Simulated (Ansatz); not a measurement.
Total energies of C₁₀H₈O₃W, SMILES `C[C@@]12[C@H]3[C@H]4[C@H]5[C@H]6[C@@H]1[W-3]54632([C]#[O+])([C]#[O+])[C]#[O+]`.

Cartesian coordinates in Å:
```
C -0.021 1.967 1.783
C 0.202 0.597 1.230
C 1.450 0.248 0.656
C 1.653 -1.049 0.131
C 0.656 -2.042 0.245
C -0.590 -1.687 0.809
C -0.806 -0.394 1.338
W -0.226 -0.198 -0.935
C -1.786 -0.934 -1.913
O -2.695 -1.386 -2.452
C 0.729 -0.214 -2.672
O 1.314 -0.238 -3.662
C -0.890 1.603 -1.424
O -1.264 2.665 -1.657
H 0.285 1.999 2.833
H 0.560 2.710 1.238
H -1.073 2.246 1.729
H 2.231 0.993 0.576
H 2.594 -1.287 -0.347
H 0.820 -3.036 -0.146
H -1.385 -2.420 0.856
H -1.760 -0.143 1.783
```

Charge 0, multiplicity 1. Correlated methods include outer-core shells of W, which these sets cover unevenly. W: def2 effective core potential. All single points use the PBE0-D4/def2-TZVP geometry. Basis def2-TZVPP, the Gaussian-basis code of Ansatz.

RPA on PBE orbitals: Hartree–Fock energy of these orbitals -674.45212 Eh, correlation -4.19401 Eh (frozen core).

```
             functional  energy without D4 (Eh)  D4 term (kJ/mol)
                 revPBE              -678.91587            -218.0
                   BLYP              -678.80573            -172.3
                 r2SCAN              -678.72858             -22.5
                 B97M-V              -678.96531                 –
                   PBE0              -678.29604             -71.4
                  B3LYP              -679.01597            -131.1
                r2SCAN0              -678.56958             -26.5
HSE06 (plane-wave form)              -678.26564             -67.4
                LC-ωPBE              -678.56552                 –
               PBE-QIDH              -678.12580                 –
```

Question: Give the same for LDA (SPW92), PBE, r2SCANh, BHLYP, CAM-B3LYP, ωB97X-V, ωB97M-V, B2PLYP. (Best estimate.)

Answer: Ansatz gave: 
| functional | energy without D4 (Eh) | D4 term (kJ/mol) |
| --- | --- | --- |
| LDA (SPW92) | -673.80463 | – |
| PBE | -678.34030 | -82.2 |
| r2SCANh | -678.66339 | -24.1 |
| BHLYP | -678.48384 | -107.5 |
| CAM-B3LYP | -678.63753 | -73.8 |
| ωB97X-V | -678.77177 | – |
| ωB97M-V | -678.71184 | – |
| B2PLYP | -678.43080 | – |

B3LYP takes the VWN-RPA correlation (the form of Gaussian; ORCA's B3LYP/G). HSE06 is the plane-wave form, built on full-range PBE exchange. The double hybrids freeze the cores in their second-order part.

LC-ωPBE has ω = 0.4 bohr⁻¹.
